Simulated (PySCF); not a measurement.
Species: B2F2H5P.
Numbering: `[F:1][B:2]([F:3])[BH2-:4][PH3+:5]` (hydrogens: H6, H7 on B4; H8, H9, H10 on P5)

Method: PBE0-D3(BJ)/def2-SVP geometry optimisation, gas phase in PySCF.

**Question.** Give the optimised bond lengths and angles.

**Answer.** 
```csv
bond,length (Å),order
F1–B2,1.325,single
B2–F3,1.342,single
B2–B4,1.695,single
B4–P5,1.914,single
"B4–H6, B4–H7",1.221,single
"P5–H8, P5–H9, P5–H10",1.416,single
```

Bonds in one row agree within 0.01 Å and their mean is given. Orders are formal, as drawn. A selection of angles:
```csv
angle,degrees
F1–B2–F3,113.3
F1–B2–B4,123.3
B2–B4–P5,106.9
B2–B4–H6,113.1
P5–B4–H6,104.7
H6–B4–H7,112.2
B4–P5–H8,118.6
B4–P5–H9,117.2
H8–P5–H9,100.2
```

Dihedral angles: F1–B2–B4–P5 180° (antiperiplanar).

The 5 heavy atoms lie in one plane (0.003 Å rms). P5 (phosphorus bonded to B and 3 H) is distorted tetrahedral (angles from 100.1° to 118.6°). B2 (three-coordinate boron) is planar (angles 123.4°, 123.3° and 113.3°, sum 360.0°, 0.00 Å off the plane of its three neighbours). B4 (four-coordinate boron) is distorted tetrahedral (angles from 104.7° to 113.9°).

Not checked by PBE0-D3(BJ)/def2-SVP frequencies. One conformer, not necessarily the lowest.
